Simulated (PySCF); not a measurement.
Finite-field polarisability of Bi⁻ (bismuth, charge -1)

[Xe] 4f14 5d10 6s2 6p4, high-spin 3P determinant. Calculation: PySCF 2.14, in aug-cc-pwCVTZ-PP with ECP60MDF (8s7p6d4f1g, 96 functions); scalar relativity through the core potential. Frozen: 5s2 5p6 5d10. Energy changes in a uniform field (μhartree):

```
axis  F (au)        HF       MP2      CCSD   CCSD(T)
   x  0.0014  -104.261  -110.140  -110.921  -112.629
   x  0.0028  -417.346  -440.874  -444.016  -450.854
   y  0.0011  -109.332  -109.032  -113.449  -115.575
   y  0.0022  -438.572  -434.904  -454.185  -462.505
```

By symmetry the remaining axis equals x.

**Question.** Derive α along x at CCSD(T) from the two fields.

**Answer.** With ΔE = −αF²/2 − γF⁴/24, α = −(16 ΔE(F) − ΔE(2F))/(6F²) = 114.9 bohr³.

**Question.** And the mean polarisability at each level?

**Answer.** The components xx, yy, zz at CCSD(T) are 114.9, 191.0, 114.9, the third axis being equal by symmetry to one of the two computed. Means: HF 131.1, MP2 135.0, CCSD 137.9, CCSD(T) 140.3 bohr³.

The polarisability of an anion needs two sets of diffuse s and p functions; this basis lacks them, so these values show the method and not the converged property.

Spin-orbit coupling is strong in this species (close to jj coupling), so the high-spin LS determinant is a model state, not a physical level.
